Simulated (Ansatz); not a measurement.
**Which is lower?**

The two ends of one reaction step of SiNH$_{6}$ClO, closed shell (PBE0-D4/def2-TZVP).

A:

```csv
atom,x (Å),y (Å),z (Å)
Si1,-0.3723,0.6184,-0.4924
N2,0.3628,-0.6304,1.1189
H3,-0.8227,1.4411,-1.6689
H4,-1.5375,0.7519,0.4232
O5,-0.0872,-0.8151,-1.2933
H6,0.3862,-0.1258,1.9972
Cl7,1.2380,1.8658,0.0380
H8,1.3018,-0.9437,0.9003
H9,-0.2311,-1.4470,1.2131
H10,-0.2377,-0.7154,-2.2360
```

B:

```
10
angstrom
Si -0.5585 0.0782 -0.7071
N 0.4309 -0.4366 0.6272
H 0.3219 0.9557 -1.5161
H -1.7240 0.7684 -0.1233
O -1.1927 -1.1195 -1.6364
H 0.8387 1.0236 1.5921
Cl 1.1679 2.0853 2.3163
H 1.3556 -0.7895 0.4194
H -0.0022 -1.0293 1.3237
H -0.6374 -1.5365 -2.2957
```

Ansatz 0.2.0; basis: def2-TZVPP; cores frozen in the correlated methods. B3LYP uses VWN-RPA correlation.

Question: Which structure is lower at CCSD(T), and by how much? (An estimate is asked for; the value comes from the calculation.)

Answer: Computed: A, by 7.49 kcal/mol (electronic energy, against the other). By their contacts, A is SiNH₆ClO ([NH3][SiH2]([OH])[Cl]) and B is a complex of SiNH₅O ([NH2][SiH2][OH]) + HCl.

All methods give the same order:

| method | E(B) − E(A) (kcal/mol) |
| --- | --- |
| SPW92 | 9.20 |
| PBE-D4 | 7.70 |
| BLYP-D4 | 4.86 |
| r2SCAN-D4 | 8.49 |
| B97M-V | 9.71 |
| PBE0-D4 | 8.46 |
| B3LYP-D4 | 5.66 |
| r2SCAN0-D4 | 8.90 |
| BHLYP-D4 | 6.70 |
| CAM-B3LYP-D4 | 5.74 |
| wB97X-V | 8.26 |
| wB97M-V | 9.05 |
| B2PLYP | 5.86 |
| PBE-QIDH | 8.80 |
| RPA on PBE | 7.09 |
| HF | 4.29 |
| MP2 | 7.96 |
| CCSD | 7.08 |
| CCSD(T) | 7.49 |

T1 diagnostic: at most 0.010.

Labels in which every atom is bracketed show which atoms are joined, not bond orders.

For scale, one of the runs: CCSD(T)/def2-TZVPP, 230 basis functions, launched by `ansatz run in.yaml --threads 4 --pin off --events-out ev --progress --plain --max-ram 9574MiB`. Hardware: 4 CPU threads of an Arm Neoverse V2, shared host. Wall time 64 s; peak host memory 3.8 GiB.
